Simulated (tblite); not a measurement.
C₃H₅FN₂Si.
Z-matrix (Å and degrees, GFN2-xTB geometry), rows numbered from 1:
```
F 
Si  1  1.6194
C   2  1.8653  1  104.60
C   3  1.3724  2  129.27  1    -0.07
N   4  1.3624  3  106.56  2  -179.99
C   5  1.3578  4  106.44  3     0.00
N   6  1.2970  5  111.91  4    -0.00
H   2  1.4563  1  104.65  3   119.74
H   2  1.4562  1  104.67  3  -119.72
H   4  1.0703  3  130.76  2    -0.01
H   5  1.0070  4  126.37  3  -179.97
H   6  1.0719  5  122.99  4   180.00
```

Method: GFN2-xTB as coded in tblite; computed harmonic values from a numerical Hessian at the method's own geometry, unscaled. Errors from tens to a few hundred cm⁻¹ against measured bands are possible. Modes of hydrogen on silicon can be 10 to 20 % off. One conformer, not necessarily the lowest.

Harmonic wavenumbers (cm⁻¹): 40.5, 114.2, 170.1, 262.9, 475.2, 504.5, 557.4, 580.0, 626.1, 663.9, 714.7, 771.0, 772.4, 792.2, 805.1, 897.3, 941.0, 1071.8, 1105.6, 1142.5, 1251.6, 1312.7, 1366.3, 1476.2, 1510.0, 2304.9, 2325.8, 3165.4, 3182.0, 3461.0.

A = 6173, B = 1378, C = 1142 MHz; mass 116.021 u (most abundant isotopes); point group Cs, symmetry number 1.

Task: Zero-point energy?

Result: ½Σν̃ = 17182 cm⁻¹ = 49.13 kcal/mol.

Task: Give the ideal-gas entropy at 298.15 K and 1 bar in the rigid-rotor, harmonic-oscillator model (classical rotation).

Result: Translation 40.19, rotation 27.90, vibration 17.37: S = 85.5 cal/(mol K).

Task: And Cp and H(298.15 K) − H(0)?

Result: Cp = 27.98 cal/(mol K), of which vibrations give 20.03 (their classical limit is 30 R = 59.6); H(298.15 K) − H(0) = 5.13 kcal/mol without the zero-point energy, 2.76 from vibrations.

Task: How do the functions run with temperature in this model?

Result: 
```tsv
T (K)	S (cal/(mol K))	Cp (cal/(mol K))	H − H(0) (kcal/mol)	G − H(0) (kcal/mol)	ln q(vib)
150	70.7	16.6	1.84	-8.76	1.88
250	80.9	24.2	3.87	-16.35	3.35
400	94.7	35.0	8.34	-29.53	5.72
600	110.8	44.6	16.38	-50.13	8.99
900	130.6	52.7	31.10	-86.47	13.67
```

q(vib) and H(0) count from the zero-point level.

Task: What must be added to the electronic energy to get the Gibbs energy at 298.15 K and 1 bar?

Result: ZPE + [H(298.15 K) − H(0)] − T·S = 49.13 + 5.13 − 25.48 = 28.78 kcal/mol.

Hindered rotation and anharmonicity are outside this model. Other conformers, if any are populated, would add a mixing term that is left out.

The run took 0.5 s on an Arm Neoverse N1 with one thread, no GPU, shared host with 64 logical CPUs at a one-minute load of 56. The figure is for the frequency step alone.
